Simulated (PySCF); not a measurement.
Isomers of C3H10SSi, one GFN2-xTB conformer each. Single-point energies are computed at PBE0/pcSseg-1 (PySCF, gas phase, no added dispersion term), electronic only.

```tsv
SMILES	GFN2-xTB relative energy (kJ/mol)
CCCS[SiH3]	3.8
CC(C)S[SiH3]	0.0
```

Conformers: `[CH3:1][CH2:2][CH2:3][S:4][SiH3:5]` with C1–C2–C3–S4 61°, C2–C3–S4–Si5 69°; `[CH3:1][CH:2]([CH3:3])[S:4][SiH3:5]` with C1–C2–S4–Si5 160°.

What does PBE0/pcSseg-1 give for the same structures?

| SMILES | PBE0/pcSseg-1 E (Eh) | PBE0/pcSseg-1 (kJ/mol) | GFN2-xTB (kJ/mol) | point group |
| --- | --- | --- | --- | --- |
| CC(C)S[SiH3] | -807.58183 | 0.0 | 0.0 | C1 |
| CCCS[SiH3] | -807.57948 | 6.2 | 3.8 | C1 |

Both levels put the same isomer lowest. Neighbours under 10 kJ/mol apart (CC(C)S[SiH3] and CCCS[SiH3]) can change places with a better method, another conformer or zero-point energy.

Which frontier levels, dipoles and rotational constants go with these structures?

```
      SMILES  HOMO (eV, PBE0/pcSseg-1)  LUMO (eV)  dipole (D)     A, B, C (MHz)
CC(C)S[SiH3]                     -6.78       0.28        1.71  5445, 1770, 1512
  CCCS[SiH3]                     -6.80       0.31        1.75  4892, 1720, 1567
```
